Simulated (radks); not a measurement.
Task: Radial electron density D(r) = 4 pi r^2 rho(r) of an atom or ion with 52 electrons. Method: Dirac Kohn-Sham, BLYP, spin-unpolarised, spherical densities, point nucleus; computed with a radial shooting solver on a logarithmic mesh with Libxc functionals.

| r (bohr) | D(r) (e/bohr) |
|---|---|
| 0.004072 | 21.24 |
| 0.005475 | 31.30 |
| 0.007421 | 44.14 |
| 0.009977 | 57.49 |
| 0.01352 | 68.65 |
| 0.01818 | 73.01 |
| 0.02444 | 69.64 |
| 0.03312 | 63.98 |
| 0.04453 | 67.48 |
| 0.06036 | 83.30 |
| 0.08115 | 93.30 |
| 0.1091 | 81.49 |
| 0.1479 | 67.30 |
| 0.1988 | 75.79 |
| 0.2694 | 73.61 |
| 0.3622 | 41.63 |
| 0.487 | 26.86 |
| 0.66 | 31.35 |
| 0.8874 | 21.45 |
| 1.203 | 9.423 |
| 1.617 | 5.620 |
| 2.174 | 2.949 |
| 2.946 | 0.7207 |
| 3.961 | 0.07052 |
| 5.368 | 0.001759 |

What is the nuclear charge?

Result: Z = 55. The innermost maximum, from 1s, lies near gamma/Z bohr with gamma = sqrt(1 - (Z/c)^2) = 0.916, here 0.0167 bohr (found: 0.0183), and its height grows with Z. The density is that of the caesium ion Cs3+ in [Kr] 4d10 5s2 5p4; the configuration itself is not fixed sharply by these data, and Z only to a few units. D(r) has 4 maxima, at r = 0.0183, 0.0805, 0.230, 0.650 bohr, and minima at 0.0356, 0.151, 0.475 bohr, inside which lie 2.02, 11.19, 28.93 electrons.
